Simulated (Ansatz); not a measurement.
`[NH]=[Ta]([NH2])([OH])[Cl]`, relaxed with RKS PBE0-D4/def2-TZVP in Ansatz 0.2.0 from a PBE-D4/def2-SVP geometry. The force threshold is 0.005 eV/Å; the program also tests the step.

The species carries charge 0 and has multiplicity 1. Ta: def2 effective core potential.

Start:

```xyz
9

N    -0.972   -1.431   -0.009
Ta    0.135   -0.121    0.462
N     0.931    0.441   -1.262
O    -0.815    1.365    1.223
Cl    1.787   -0.910    1.942
H    -1.607   -2.211   -0.182
H     0.786    0.019   -2.183
H     1.513    1.282   -1.352
H    -1.756    1.565    1.362
```

```tsv
step	energy (eV)	largest force (eV/Å)	largest move (Å)
1	-19164.8299	0.750	0.000
2	-19164.8703	0.363	0.068
3	-19164.8744	0.080	0.024
4	-19164.8748	0.039	0.013
5	-19164.8749	0.016	0.003
6	-19164.8750	0.013	0.004
7 (rejected)	-19164.8750	0.036	0.006
8	-19164.8750	0.004	0.003
```

End:

```xyz
9

N    -0.973   -1.412   -0.010
Ta    0.126   -0.113    0.443
N     0.936    0.444   -1.265
O    -0.811    1.354    1.215
Cl    1.754   -0.871    1.931
H    -1.602   -2.179   -0.178
H     0.780    0.014   -2.162
H     1.530    1.257   -1.359
H    -1.740    1.506    1.385
```

It took 22 s on 4 threads of an Intel Xeon Platinum 8488C on a shared host, with 0.52 GiB of host memory at the peak.
